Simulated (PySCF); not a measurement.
C3H8BCl3Si, SMILES B(C)(C)C[Si](Cl)(Cl)Cl at its GFN2-xTB optimised geometry (Å):

```
16

Si     2.2063    -0.0694     1.7597
Cl     1.5990    -1.7603     2.6922
Cl     4.2356    -0.0814     1.6841
Cl     1.6256     1.5147     2.8812
C      1.4905     0.0462     0.0000
B     -0.0920     0.0462     0.0000
C     -0.8562     1.4216     0.0000
C     -0.8787    -1.3148     0.0327
H      1.8886     0.9543    -0.4551
H      1.8875    -0.7956    -0.5690
H     -0.8835     1.8172    -1.0161
H     -1.8886     1.3499     0.3329
H     -0.3564     2.1773     0.6023
H     -1.7958    -1.2895    -0.5520
H     -1.1868    -1.5064     1.0616
H     -0.2977    -2.1773    -0.2839
```

Computed with B3LYP/def2-TZVP (PySCF). Cells within 0.4 Å of a nucleus heavier than hydrogen are left out (blank, or x).

Map of the electron localisation function on the plane z = 0.0 Å:

```
|000000000000000000000000000|
|000000000000000000000000000|
|000000000000000000000000000|
|000000000001110000000000000|
|000000000013553000000000000|
|000000000135776100000000000|
|000002332357886100000000000|
|000037886557885000232000000|
|0000699997xx662002786200000|
|0001899998xx451016998300000|
|000079999824973137998400011|
|000026887679974667997300023|
|000000111267xx497xx75200134|
|000000000134xx196xx54200145|
|000000011378304872575200144|
|000003566579984557886200134|
|0000268886xx872126887200022|
|0000268996xx562003775100001|
|000015777635985000231000000|
|000002444469999300000000000|
|000000111269999600000000000|
|000000000159999500000000000|
|000000000037998200000000000|
|000000000013663000000000000|
|000000000000000000000000000|
|000000000000000000000000000|
|000000000000000000000000000|
```
Scale: ten equal steps from 0.000 (start of '0') to 0.994 (end of '9'), in the order '0123456789'; x runs from -4.50 to 4.50, y from -4.50 (bottom) to 4.50 (top).
